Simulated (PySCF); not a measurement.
H4OSiTe.
Atom-mapped SMILES: `[OH:1][SiH2:2][TeH:3]` (hydrogens: H4 on O1; H5, H6 on Si2; H7 on Te3)

Structure used (PBE0-D3(BJ)/def2-SVP), in Å, numbered top down from 1:
```xyz
7
H4OSiTe angstrom
O     -1.1917   -0.9174   -0.2335
Si    -0.2548    0.4556   -0.1436
Te     2.1008   -0.0590   -0.7619
H     -1.9017   -0.9884    0.4118
H     -0.6653    1.4913   -1.1366
H     -0.3402    1.0220    1.2374
H      2.2869   -1.0332    0.5757
```

Theory: PBE0-D3(BJ)/def2-SVP geometry optimisation, gas phase, def2 core potentials past Kr in PySCF.

Masses are those of the commonest isotopes; rigid-rotor values at the optimised geometry. The values belong to one conformer with, in the numbering `[OH:1][SiH2:2][TeH:3]`, H–O1–Si2–Te3 146°, O1–Si2–Te3–H -66°.

Give the principal moments of inertia and the rotational constants in GHz.

Ia = 30.03, Ib = 284.40, Ic = 303.63 u·Å²; 505379 MHz·u·Å²/I gives 16826, 1777 and 1664 MHz, that is A = 16.826, B = 1.7770, C = 1.6645 GHz.

Classify the top.

A near-prolate asymmetric top: κ = (2 × 1777 − 16826 − 1664)/(16826 − 1664) = -0.99.

Is it planar, by Δ = Ic − Ia − Ib?

Not planar: Δ = Ic − Ia − Ib = -10.81 u·Å². For a rigid frame Δ = −2 Σ m c², so Σ m c² = 5.40 u·Å² lies off the ab plane: 5.26 from hydrogen and 0.15 from heavier atoms. The atom farthest from that plane is 1.45 Å away.

Give the other two planar moments, Paa and Pbb, and the rms extents of the mass along the axes.

Paa = Σ m a² = (Ib + Ic − Ia)/2 = 279.00 and Pbb = Σ m b² = (Ia + Ic − Ib)/2 = 24.63 u·Å². With the mass M = 177.91 u, the rms extents √(P/M) along a, b and c are 1.25, 0.37, 0.17 Å.

Where do the levels up to J = 5 lie, in MHz?

Above 0(0,0):
J = 1: 1(0,1) 3441, 1(1,1) 18491, 1(1,0) 18603
J = 2: 2(0,2) 10324, 2(1,2) 25261, 2(1,1) 25599, 2(2,1) 70747, 2(2,0) 70748
J = 3: 3(0,3) 20646, 3(1,3) 35417, 3(1,2) 36092, 3(2,2) 81071, 3(2,1) 81075, 3(3,1) 156600, 3(3,0) 156600
J = 4: 4(0,4) 34405, 4(1,4) 48956, 4(1,3) 50081, 4(2,3) 94837, 4(2,2) 94846, 4(3,2) 170367, 4(3,1) 170367, 4(4,1) 276106, 4(4,0) 276106
J = 5: 5(0,5) 51600, 5(1,5) 65880, 5(1,4) 67567, 5(2,4) 112043, 5(2,3) 112065, 5(3,3) 187577, 5(3,2) 187577, 5(4,2) 293314, 5(4,1) 293314, 5(5,1) 429264, 5(5,0) 429264
Those of J = 1 are B + C, A + C and A + B.

Which lines would a microwave search look for?

The dipole components are |μa| = 1.61 D, |μb| = 0.48 D, |μc| = 1.10 D. Intensities carry the squares of the components, which stand as 1.00 : 0.09 : 0.47 (a : b : c). Some of the stronger lines:

| type | branch | J(Ka,Kc) | MHz | lower level (cm⁻¹) |
| --- | --- | --- | --- | --- |
| a | Q | 2(1,1) ← 2(1,2) | 338 | 0.843 |
| a | Q | 4(1,3) ← 4(1,4) | 1125 | 1.633 |
| a | Q | 5(1,4) ← 5(1,5) | 1688 | 2.198 |
| a | R | 1(0,1) ← 0(0,0) | 3441 | 0.000 |
| a | R | 3(1,3) ← 2(1,2) | 10155 | 0.843 |
| a | R | 3(2,2) ← 2(2,1) | 10324 | 2.360 |
| c | Q | 5(1,5) ← 5(0,5) | 14279 | 1.721 |
| c | Q | 4(1,4) ← 4(0,4) | 14551 | 1.148 |
| a | R | 5(0,5) ← 4(0,4) | 17195 | 1.148 |
| a | R | 5(3,2) ← 4(3,1) | 17210 | 5.683 |
| c | R | 2(1,1) ← 1(0,1) | 22157 | 0.115 |
| c | R | 3(1,2) ← 2(0,2) | 25768 | 0.344 |
| c | R | 5(1,4) ← 4(0,4) | 33162 | 1.148 |
| c | Q | 5(2,4) ← 5(1,4) | 44476 | 2.254 |
| c | Q | 4(2,3) ← 4(1,3) | 44756 | 1.671 |
| c | R | 4(2,2) ← 3(1,2) | 58755 | 1.204 |
| c | R | 3(3,0) ← 2(2,0) | 85852 | 2.360 |
| c | R | 4(3,1) ← 3(2,1) | 89293 | 2.704 |
| c | R | 5(3,2) ← 4(2,2) | 92731 | 3.164 |
| c | R | 5(3,3) ← 4(2,3) | 92740 | 3.163 |
| c | Q | 5(4,2) ← 5(3,2) | 105738 | 6.257 |
| c | R | 4(4,1) ← 3(3,1) | 119506 | 5.224 |
| c | R | 5(4,1) ← 4(3,1) | 122947 | 5.683 |
| c | R | 5(5,0) ← 4(4,0) | 153158 | 9.210 |

No PBE0-D3(BJ)/def2-SVP frequencies stand behind this structure, so it isn't proved a minimum. Constants of a rigid frame at the computed geometry: no zero-point averaging, no centrifugal distortion.
